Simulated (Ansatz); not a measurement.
Ways to break one bond of C#CO:

A. C#CO → [C]#CO + H atom
B. C#CO → [C]#C + [OH] (HO)

Quantity: bond dissociation energy (electronic energy difference), kJ/mol. Geometries: B3LYP-D3(BJ)/def2-TZVP minima from Ansatz (an electronic-structure program). Markedly spin-contaminated UHF reference, which strains HF, MP2 and, less, CCSD(T): [C]#C. High T1 diagnostic, so coupled cluster is less sure: [C]#C. Cores are frozen in the correlated levels unless marked. UHF or UKS for open shells. Spin-orbit coupling is left out. No relativistic terms. CBS(X,Y): correlation extrapolated as X^-3; Hartree-Fock from the larger set.

```tsv
	revPBE-D3(BJ)/def2-TZVPD (Ansatz + dftd3)	B3LYP-D3(BJ)/def2-TZVPD (Ansatz + dftd3)	wB97X-V/def2-TZVPD (Ansatz)	CCSD(T)/CBS(cc-pVTZ,cc-pVQZ) (Ansatz)
A	524.0	543.3	542.8	?
B	530.7	530.9	545.3	?
```

**Question.** What belongs in the gaps?

**Answer.** 
- A, CCSD(T)/CBS(cc-pVTZ,cc-pVQZ) (Ansatz): 560.2
- B, CCSD(T)/CBS(cc-pVTZ,cc-pVQZ) (Ansatz): 532.4
